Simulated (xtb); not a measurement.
CuI, charge +1, sextet, geometry from GFN2-xTB of the parent state (such geometries of metal compounds can be far from the true shape) (the multiplicity is a formal guess); xtb 6.7.1 with GFN0-xTB.

The xtb input:
```
$ xtb mol.xyz --gfn 0 --chrg 1 --uhf 5 --json

# file mol.xyz
2

Cu    -0.00000000    -0.00000000    -1.60555264
I      0.00000000     0.00000000     0.87850993
```

What the program printed (banner, timings and long lists left out):

```
   ID    Z sym.   atoms
    1   29 Cu     1
    2   53 I      2

           -------------------------------------------------
          |                Calculation Setup                |
           -------------------------------------------------

           -------------------------------------------------
          |                 G F N 0 - x T B                 |
           -------------------------------------------------

          ...................................................
          :                      SETUP                      :
          :.................................................:
          :  # basis functions                  20          :
          :  # atomic orbitals                  18          :
          :  # shells                            6          :
          :  # electrons                        17          :
          :  electronic temp.          300.0000000     K    :
          :  accuracy                    1.0000000          :
          :  -> integral cutoff          0.2500000E+02      :
          :  -> integral neglect         0.1000000E-07      :
          ...................................................

         :::::::::::::::::::::::::::::::::::::::::::::::::::::
         ::                     SUMMARY                     ::
         :::::::::::::::::::::::::::::::::::::::::::::::::::::
         :: total energy              -5.792424559693 Eh    ::
         :: gradient norm              0.014415976054 Eh/a0 ::
         :: HOMO-LUMO gap              0.000000000000 eV    ::
         ::.................................................::
         :: H0 energy                 -7.267775850137 Eh    ::
         :: repulsion energy           0.006802412248 Eh    ::
         :: electrostat energy         1.468751335894 Eh    ::
         :: -> Gsolv                   0.000000000000 Eh    ::
         ::    -> Gsasa                0.000000000000 Eh    ::
         ::    -> Gshift               0.000000000000 Eh    ::
         :: dispersion energy         -0.000202457699 Eh    ::
         :: short-range corr.          0.000000000000 Eh    ::
         :: add. restraining           0.000000000000 Eh    ::
         :: total charge               1.000000000000 e     ::
         :::::::::::::::::::::::::::::::::::::::::::::::::::::

           -------------------------------------------------
          |                Property Printout                |
           -------------------------------------------------

[...]
         5        1.9453           -0.4141870             -11.2706
         6        1.9453           -0.4141870             -11.2706
         7        1.0498           -0.4086795             -11.1207
         8        1.0498           -0.4086795             -11.1207
         9        1.0098           -0.4070985             -11.0777
        10        1.0000           -0.2797346              -7.6120
        11        0.5000           -0.1280396              -3.4841 (HOMO)
        12        0.5000           -0.1280396              -3.4841 (LUMO)
        13                         -0.0574443              -1.5631
        14                         -0.0496375              -1.3507
        15                         -0.0496375              -1.3507
        16                          0.0368986               1.0041
        17                          0.0368986               1.0041
        18                          0.9360545              25.4713
      -------------------------------------------------------------
                  HL-Gap            0.0000000 Eh            0.0000 eV
             Fermi-level            0.0000000 Eh            0.0000 eV

     #   Z          covCN         q      C6AA      α(0)
     1  29 Cu       0.859     0.747   158.986    28.261
     2  53 I        0.859     0.253   352.353    32.425

 Mol. C6AA /au·bohr⁶  :        974.670258
 Mol. C8AA /au·bohr⁸  :      85582.662727
 Mol. α(0) /au        :         60.685097

Wiberg/Mayer (AO) data.
largest (>0.10) Wiberg bond orders for each atom

 ---------------------------------------------------------------------------
     #   Z sym  total        # sym  WBO       # sym  WBO       # sym  WBO
 ---------------------------------------------------------------------------
     1  29 Cu   1.639 --     2 I    1.639
     2  53 I    1.639 --     1 Cu   1.639
 ---------------------------------------------------------------------------

Topologies differ in total number of bonds
Writing topology from bond orders to xtbtopo.mol

 dipole moment from electron density (au)
     X       Y       Z
  -0.0000  -0.0000  -5.7295  total (Debye):   14.563

           -------------------------------------------------
          | TOTAL ENERGY               -5.792424559693 Eh   |
          | GRADIENT NORM               0.014415976054 Eh/α |
          | HOMO-LUMO GAP               0.000000000000 eV   |
           -------------------------------------------------

normal termination of xtb
```
